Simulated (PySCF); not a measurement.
C4H2Cl2F3 (doublet state).
Cartesian coordinates in Å at the GFN2-xTB level; atoms count from 1:
```
atom  x, y, z in Å
C1    -0.902   -1.090   -0.615
C2    -0.220   -0.060   -0.041
C3    -0.811    1.067    0.548
Cl4   -2.501    1.236    0.593
Cl5    0.079    2.334    1.250
C6     1.296   -0.106   -0.022
F7     1.793   -0.083    1.224
F8     1.849    0.928   -0.674
F9     1.780   -1.212   -0.597
H10   -1.974   -1.088   -0.644
H11   -0.385   -1.924   -1.049
```

The hyperfine couplings belong to this conformer and change with its torsions.

As a line formula: `C=C([C](Cl)Cl)C(F)(F)F` [radical].

Computed with PySCF, UKS B3LYP, pcH-1 on C Cl F H, non-relativistic, mean-field spin-orbit, GIAO. One conformer (not necessarily the lowest) at the GFN2-xTB geometry, without solvent, vibrations or thermal averaging. The geometry wasn't refined by DFT: couplings that depend on bond lengths, twists or pyramidal angles can differ widely from those at the functional's own minimum. Stability of the SCF solution: not tested. ⟨S²⟩ is 0.775 where a pure state has 0.75.

Problem. Where do the isotropic ENDOR lines of C3, C2, C1, C6, F7/F8/F9, H11, H10, Cl5 and Cl4 fall at 1210.3 mT, to first order?

Solution. ν± = |νn ± a/2|, one line for each electron-spin manifold; νn = |g_N| × 7.62259 MHz/T × B.

```
  nuclei  isotope     g_N  νn (MHz)  a_iso (MHz)  lower line (MHz)  upper line (MHz)
      C3      13C  1.4048     12.96        82.88             28.48             54.40
      C2      13C  1.4048     12.96       -48.64             11.36             37.28
      C1      13C  1.4048     12.96        46.35             10.21             36.13
      C6      13C  1.4048     12.96         6.50              9.71             16.21
F7/F8/F9      19F  5.2577     48.51        -9.57             43.72             53.29
     H11       1H  5.5857     51.53       -37.33             32.87             70.19
     H10       1H  5.5857     51.53       -35.37             33.85             69.21
     Cl5     35Cl  0.5479      5.05         5.13              2.49              7.62
     Cl4     35Cl  0.5479      5.05         3.58              3.26              6.85
```

The rows for 13C, of low natural abundance, apply to labelled samples.

Problem. Which pairs are centred on the nuclear Larmor frequency, and which on half the coupling?

Solution. Centred on νn, since |a| < 2νn: C6, F7/F8/F9, H11, H10, Cl5 and Cl4. Centred on |a|/2 and split by 2νn: C3, C2 and C1.

Problem. At what field would the lower line of C3 fall to zero frequency?

Solution. Where νn = |a|/2, that is B = 41.44 MHz/(1.4048 × 7.62259 MHz/T) = 3870 mT, as far as first order holds there.

Nuclei that the bonding pattern makes equivalent are averaged, as if the motion that swaps them (rotation, inversion, ring flip) were fast. Cl4 and Cl5 aren't averaged: C3 is flat or nearly so (angle sum 360°), and its turn about the short C3–C2 bond (1.40 Å) is taken as slow. The three 19F nuclei of mean -9.6 MHz run from -14.1 to -0.4 MHz in the frozen geometry.

Main isotope only: 35Cl (natural samples also hold 24 % 37Cl, magnetic too, which adds its own pattern).
